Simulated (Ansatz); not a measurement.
C2H6BClO. Charge 0, multiplicity 1. The bonds changed during the relaxation, so this is another structure than the one it started from.

Cartesian coordinates in Å:
```
B 1.418 -0.231 -0.545
C -0.025 0.298 -0.231
C -0.787 -0.055 0.992
O -0.607 1.111 -1.065
Cl 0.416 -1.756 -1.231
H 2.042 -0.571 0.423
H 1.988 0.327 -1.437
H -0.385 -0.952 1.454
H -1.858 -0.180 0.804
H -0.656 0.781 1.691
H -1.546 1.228 -0.856
```

(1) Give the diagnostics of a CCSD(T)/def2-TZVPP run (frozen core, Ansatz 0.2.0). (An estimate is asked.)

Answers

(1) The calculation gave: T1 = 0.0149, largest single amplitude 0.044, largest double 0.030, (T) share of the correlation energy 4.1 %, 10 CCSD cycles. The RHF solution is stable towards an unrestricted one. T1 lies under the customary mark of 0.02 for closed shells.
